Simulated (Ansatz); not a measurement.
A run on `NC([SiH3])[N]1C[O][InH]1` with other settings.

```yaml
crystal:
  periodic: [false, false, false]
  atoms:
    - {symbol: N, position_ang: [0.126292, 0.687976, 1.256141]}
    - {symbol: C, position_ang: [0.683625, 0.192723, -0.060179]}
    - {symbol: Si, position_ang: [1.736628, -1.362679, 0.166048]}
    - {symbol: N, position_ang: [-0.383089, -0.214041, -0.929406]}
    - {symbol: C, position_ang: [-1.160027, 0.902302, -1.478682]}
    - {symbol: O, position_ang: [-2.246261, 1.193752, -0.621940]}
    - {symbol: In, position_ang: [-1.890466, -0.408475, 0.582699]}
    - {symbol: H, position_ang: [0.762615, 0.571643, 2.039085]}
    - {symbol: H, position_ang: [-0.110825, 1.674949, 1.195174]}
    - {symbol: H, position_ang: [1.292621, 0.987420, -0.517445]}
    - {symbol: H, position_ang: [2.411200, -1.699316, -1.107855]}
    - {symbol: H, position_ang: [0.833188, -2.465104, 0.597257]}
    - {symbol: H, position_ang: [2.764036, -1.175484, 1.236168]}
    - {symbol: H, position_ang: [-1.536044, 0.621218, -2.471657]}
    - {symbol: H, position_ang: [-0.510913, 1.787368, -1.602013]}
    - {symbol: H, position_ang: [-2.772581, -1.294242, 1.716598]}
basis:
  gaussian: {orbitals: def2-mTZVP}
total_charge: 1
magnetization: {spin_polarized: true, initial_magnetization: 1}
hamiltonian: {xc: {name: HSE06}, dispersion: d3bjatm}
```

```sh
$ ansatz run in.yaml --threads 2 --pin off --events-out ev --progress --plain --max-ram 20480MiB --backend cpu
```

Shortened log:

```
Functional definition: HSE06
1850 factors; their error is unknown
175 factors; integrals over basis functions are off by at most 3.7e-7 eV
mean field evaluation 1: about -20246.4866 eV, gradient 8.1e1 eV
mean field evaluation 2: about -19879.8256 eV, gradient 2.2e2 eV
mean field evaluation 4: about -20267.1936 eV, gradient 5.5e1 eV
mean field evaluation 8: about -20280.4519 eV, gradient 1.7e0 eV
mean field evaluation 16: about -20280.5601 eV, gradient 4.6e-2 eV
mean field evaluation 32: about -20280.5601 eV, gradient 3.2e-5 eV
mean field -20280.56012269 eV, -745.2968378515 hartree, gradient 3.2e-5 eV, S^2 0.759558; 2 other end points of the search recorded, 0 dependent functions left out
reference -20280.56018418 eV, -745.2968401111 hartree; 39, 38 occupied and 146, 147 virtual orbitals, 1850 factors
Total energy: -20280.89993207 eV, -745.3093256158 hartree
```

It took 18 s on 2 threads of an AMD EPYC 7R13 on a shared host, with 1 GiB of host memory at the peak.
